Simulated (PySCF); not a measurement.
C2H6O2SSi.
Cartesian coordinates in Å at the GFN2-xTB level; atoms count from 1:
```xyz
12
C2H6O2SSi angstrom
C      2.450    0.001    0.445
O      1.185    0.204    1.046
C      0.108    0.009    0.300
S      0.139   -0.460   -1.262
O     -0.996    0.233    0.958
Si    -2.536    0.060    0.352
H      3.183    0.186    1.226
H      2.538   -1.022    0.069
H      2.595    0.692   -0.388
H     -2.740   -1.336   -0.009
H     -3.225    0.485    1.559
H     -2.699    0.947   -0.792
```

Method: PySCF 2.14.0, density-fitted response routines, TDDFT B3LYP/def2-SVPD, vertical, gas phase, core orbitals frozen in the response.

Orbital energies (eV): HOMO-3 -9.38, HOMO-2 -9.11, HOMO-1 -7.35, HOMO -6.64, LUMO -1.13, LUMO+1 -0.28, LUMO+2 0.37.

Computed singlets:

```json
{"state": "S1", "E (eV)": "4.09", "f": "0.0000"}
{"state": "S2", "E (eV)": "5.51", "f": "0.050"}
{"state": "S3", "E (eV)": "5.89", "f": "0.128"}
{"state": "S4", "E (eV)": "6.21", "f": "0.0086"}
{"state": "S5", "E (eV)": "6.25", "f": "0.017"}
{"state": "S6", "E (eV)": "6.61", "f": "0.019"}
{"state": "S7", "E (eV)": "6.89", "f": "0.021"}
{"state": "S8", "E (eV)": "6.92", "f": "0.025"}
```

Question: Which orbital pair leads each of S1, S2, S3 and S4, and how does its energy difference Δε compare with the excitation energy?

Answer: 

```csv
state,leading configuration,weight,Δε (eV),E (eV),E − Δε (eV),f,other configurations
S1,HOMO→LUMO,1.00,5.50,4.09,-1.41,0.0000,–
S2,HOMO→LUMO+1,0.86,6.35,5.51,-0.84,0.050,H-1→L (13%)
S3,HOMO-1→LUMO,0.73,6.22,5.89,-0.32,0.128,"H→L+1 (11%), H→L+2 (8%)"
S4,HOMO-1→LUMO+1,0.99,7.07,6.21,-0.85,0.0086,–
```

E − Δε runs from -1.41 to -0.32 eV. By orbital difference alone the order would be S1, S3, S2, S4.

H and L stand for HOMO and LUMO. The other states: S5 6.25 eV, f 0.017, H→L+2 (88%); S6 6.61 eV, f 0.019, H→L+3 (95%); S7 6.89 eV, f 0.021, H→L+4 (86%); S8 6.92 eV, f 0.025, H-1→L+2 (91%).

Question: Which computed triplets share their leading configuration (75% or more) with a singlet, and how far apart are the partners?

Answer: 

```
configuration  triplet  E(T) (eV)  singlet  E(S) (eV)  E(S) − E(T) (eV)
    HOMO→LUMO       T1       3.80       S1       4.09             +0.30
  HOMO→LUMO+1       T3       5.39       S2       5.51             +0.12
```

The 3 triplets are Tamm–Dancoff values, the singlets full response.

Summed over the main configurations (up to three a state, each over 8%) of all 8 singlets, the electron leaves HOMO with weight 4.74 and HOMO-1 with weight 2.76.

The run took 24 s wall (grids of density and orbitals included) on an Arm Neoverse V2 with one thread, shared host, and the process peaked at 0.72 GiB of memory.

One conformer stands for the species.
